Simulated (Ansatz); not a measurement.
`C[S][Mg][Cl]` + H₂ → `C[S][MgH]` + HCl at 600 K and 1 bar (hydrogenolysis of a Mg–Cl bond).

Computed with Ansatz on PBE0-D4/def2-TZVP structures; ΔE is electronic, products minus reactants. CCSD(T)/CBS is the MP2 limit (def2-TZVPP, def2-QZVPP) plus CCSD(T) − MP2 in def2-TZVPP, frozen cores. This one scheme is used for every species. For Mg outer-core shells are correlated without core-valence functions, which leaves a few kJ/mol of doubt a bond. One conformer a species, not always the lowest.

| species | CCSD(T)/CBS energy (Eh) | H − E (kJ/mol) | S (J/(mol·K)) |
| --- | --- | --- | --- |
| `C[S][Mg][Cl]` | -1097.42002 | 154.8 | 418.0 |
| H₂ | -1.17544 | 43.9 | 150.8 |
| `C[S][MgH]` | -638.14397 | 159.7 | 377.0 |
| HCl | -460.38127 | 35.4 | 207.2 |

H − E and S are ideal-gas, rigid-rotor, harmonic terms from PBE0-D4/def2-TZVP, for one conformer and one mirror image of each species. The MP2-based limit puts H₂ 0.8 mEh under its directly extrapolated value; such offsets cancel only in part. 1 Eh = 2625.50 kJ/mol, R = 8.31446 J/(mol·K).

Problem. By hand: ΔE, ΔH, ΔS and ΔG.

Solution. ΔE = (-638.14397) + (-460.38127) − (-1097.42002) − (-1.17544) = 0.07022 Eh = 184.4 kJ/mol. Δ(H − E) = 159.7 + 35.4 − 154.8 − 43.9 = -3.6, so ΔH = 180.8 kJ/mol. ΔS = 377.0 + 207.2 − 418.0 − 150.8 = 15.4 J/(mol·K). ΔG = 180.8 − 600 × (15.4)/1000 = 171.6 kJ/mol.

Problem. By hand: the equilibrium constant, and the temperature at which ΔG would vanish if ΔH and ΔS stayed fixed.

Solution. log₁₀ K = −ΔG/(RT ln 10) = -14.9. ΔG = 0 at ΔH/ΔS = 11740 K, far beyond where these terms or the molecules hold.

ΔH outweighs TΔS. A doubt of 5 kJ/mol in ΔE shifts log₁₀ K by 0.4 here. Other conformers and mirror images would add mixing entropy, several J/(mol·K) or more a flexible species. These are equilibria of isolated gas molecules and say nothing of rates. Largest T1 diagnostic: 0.009 (customary marks: 0.02 for closed shells, 0.045 for open ones).
